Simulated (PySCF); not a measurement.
ClGa, charge +1, doublet, geometry from GFN2-xTB (such geometries of metal compounds can be far from the true shape) (a state made from the parent by changing its charge; the spin is typed, not shown lowest); PBE0/6-31G run with PySCF.

The PySCF input:
```python
from pyscf import gto, scf, dft

mol = gto.M(
    atom='''
Ga   -0.000000   -0.000000   -0.770799
Cl    0.000000    0.000000    1.405574
''',
    basis='6-31g',
    charge=1,
    spin=1,
    verbose=4,
)

mf = dft.UKS(mol)
mf.xc = 'pbe0'
mf.grids.radi_method = dft.radi.delley
mf.kernel()
```

It wrote (shortened):

```
PySCF version 2.14.0

[INPUT] verbose = 4
[INPUT] num. atoms = 2
[INPUT] num. electrons = 47
[INPUT] charge = 1
[INPUT] spin (= nelec alpha-beta = 2S) = 1
[INPUT] symmetry False subgroup None
[INPUT] Mole.unit = angstrom
[INPUT] Symbol           X                Y                Z      unit          X                Y                Z       unit  Magmom
[INPUT]  1 Ga     0.000000000000   0.000000000000  -0.770799000000 AA    0.000000000000   0.000000000000  -1.456599007089 Bohr   0.0
[INPUT]  2 Cl     0.000000000000   0.000000000000   1.405574000000 AA    0.000000000000   0.000000000000   2.656149907809 Bohr   0.0

nuclear repulsion = 128.138140913731
number of shells = 18
number of NR pGTOs = 136
number of NR cGTOs = 40
basis = 6-31g
ecp = {}

******** <class 'pyscf.dft.uks.UKS'> ********
method = UKS
initial guess = minao
damping factor = 0
level_shift factor = 0
DIIS = <class 'pyscf.scf.diis.CDIIS'>
diis_start_cycle = 1
diis_space = 8
diis_damp = 0
SCF conv_tol = 1e-09
SCF conv_tol_grad = None
SCF max_cycles = 50
direct_scf = True
direct_scf_tol = 1e-13
number electrons alpha = 24  beta = 23
XC library pyscf.dft.libxc version 7.1.2
    S. Lehtola, C. Steigemann, M. J. T. Oliveira, and M. A. L. Marques,  SoftwareX 7, 1–5 (2018)
XC functionals = pbe0
    C. Adamo and V. Barone,  J. Chem. Phys. 110, 6158 (1999)
    M. Ernzerhof and G. E. Scuseria,  J. Chem. Phys. 110, 5029 (1999)
radial grids: B. Delley radial grids. Ref. JCP 104, 9848 (1996); DOI:10.1063/1.471749. log2 algorithm
becke partition: Becke, JCP 88, 2547 (1988); DOI:10.1063/1.454033
pruning grids: <function nwchem_prune>
grids dens level: 3
symmetrized grids: False
atomic radii adjust function: <function treutler_atomic_radii_adjust>
small_rho_cutoff = 0
Set gradient conv threshold to 3.16228e-05
tot grids = 39656
init E= -2383.81038063176

cycle= 1 E= -2383.91062164203  delta_E= -0.1  |g|= 0.206  |ddm|=  1.2
cycle= 2 E= -2383.74432278557  delta_E= 0.166  |g|= 0.544  |ddm|=  1.4
cycle= 3 E= -2383.96927281093  delta_E= -0.225  |g|= 0.0385  |ddm|= 0.735
cycle= 4 E= -2383.97092586751  delta_E= -0.00165  |g|= 0.00547  |ddm|= 0.0868
cycle= 5 E= -2383.9709546488  delta_E= -2.88e-05  |g|= 0.00289  |ddm|= 0.0143
cycle= 6 E= -2383.97096004636  delta_E= -5.4e-06  |g|= 0.000614  |ddm|= 0.00607
cycle= 7 E= -2383.97096097827  delta_E= -9.32e-07  |g|= 0.000268  |ddm|= 0.00334
cycle= 8 E= -2383.97096109081  delta_E= -1.13e-07  |g|= 4.02e-05  |ddm|= 0.00099
cycle= 9 E= -2383.9709610947  delta_E= -3.89e-09  |g|= 4.11e-06  |ddm|= 0.000225
cycle= 10 E= -2383.97096109476  delta_E= -6e-11  |g|= 1.06e-06  |ddm|= 2.81e-05
Extra cycle  E= -2383.97096109477  delta_E= -1.82e-12  |g|= 1.18e-06  |ddm|= 4.9e-06
converged SCF energy = -2383.97096109477  <S^2> = 0.75591971  2S+1 = 2.005911
```
